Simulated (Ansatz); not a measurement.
Reaction (atomization): `F[SiH](Cl)C[SiH3]` → C• + Cl• + F• + 6 H• + 2 Si•

Calculated with Ansatz (gas phase, PBE0-D4/def2-TZVP geometries, no zero-point term in ΔE). CCSD(T)/CBS is the MP2 limit (def2-TZVPP, def2-QZVPP) plus CCSD(T) − MP2 in def2-TZVPP, frozen cores. This one scheme is used for every species, atoms too. Functionals use def2-TZVPP. No spin–orbit coupling; open shells (•) take unrestricted orbitals. Spin–orbit coupling would lower the free atoms: a little for C, Cl, F, Si. Each species was taken in one conformer, which may not be the lowest.

`F[SiH](Cl)C[SiH3]`:

Cartesian coordinates in Å:
```
F 1.332 -0.045 -1.890
Si 1.125 -0.891 -0.556
Cl 2.980 -1.414 0.126
C 0.232 0.136 0.686
Si -1.419 0.830 0.111
H 0.409 -2.131 -0.915
H 0.880 0.962 0.996
H 0.062 -0.489 1.571
H -1.206 1.841 -0.956
H -2.268 -0.266 -0.426
H -2.126 1.466 1.252
```

| level | ΔE (kJ/mol) |
| --- | --- |
| r2SCAN-D4 | 3847.2 |
| ωB97X-V | 3862.3 |
| ωB97M-V | 3852.9 |
| PBE | 3810.4 |
| HF/def2-TZVPP | 2942.8 |
| MP2/def2-TZVPP | 3797.6 |
| CCSD/def2-TZVPP | 3705.4 |
| HF/def2-QZVPP | 2951.0 |

What does CCSD(T)/CBS give? (Best estimate.)

Ansatz gave: +3851.2 kJ/mol. The listed levels differ from it by -4.0, 11.1, 1.7, -40.8, -908.4, -53.6, -145.8, -900.2 kJ/mol.

Largest T1 diagnostic among the species: 0.012.

The D4 term adds +43.8 kJ/mol with B3LYP and +23.0 kJ/mol with PBE0; it sums over pairs of atoms, weighted by their polarisabilities, and B3LYP, whose exchange is more repulsive, gets the larger term. In def2-TZVPP, CCSD(T) changes the Hartree–Fock value by +806.1 kJ/mol (the triples alone add +43.6 kJ/mol) and MP2 by +854.7 kJ/mol; breaking electron pairs costs correlation energy, which Hartree–Fock lacks.

B3LYP here is the variant with VWN-RPA as its local correlation; programs differ in this.

For atomizations the MP2-based limit and the directly extrapolated one differ by several kJ/mol either way, and by 10 to 25 for some Ge, Se and Sn compounds, so smaller differences from it don't rank the levels.
